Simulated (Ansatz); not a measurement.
Species: diiodo(methyl)borane, CH$_{3}$BI$_{2}$ (charge 0, singlet). SMILES: CB(I)I
Geometry: optimised at B3LYP-D3(BJ)/def2-TZVP (Ansatz, a quantum-chemistry and plane-wave program).

Wanted: size of the dipole moment, in D. Conventions: 6-31G* and kin with 6d, 5d where marked; no spin-orbit coupling; LANL2DZ with its own core potentials from Na on; STO-3G and 3-21G all-electron and non-relativistic; def2 sets with scalar-relativistic core potentials past Kr; no dispersion term unless named. Ab initio and DFT rows: single points at B3LYP-D3(BJ) geometries (Ansatz).

| level | program | size of the dipole moment (D) |
|---|---|---|
| PBE/STO-3G | Ansatz | 1.31 |
| PBE/3-21G | Ansatz | 1.25 |
| PBE/LANL2DZ | Ansatz | 1.59 |
| PBE/def2-SVP | Ansatz | 1.27 |
| PBE/6-31G* with LANL2DZ past Ar | Ansatz | 1.56 |

No value to compare with is used here. The 5 habitual levels span 1.25 (PBE/3-21G) to 1.59 D (PBE/LANL2DZ).

The sets are all those run for this method; left out are runs that failed, that the program found above a lower state of the same kind, or whose <S^2> lies over 0.5 above the pure value.
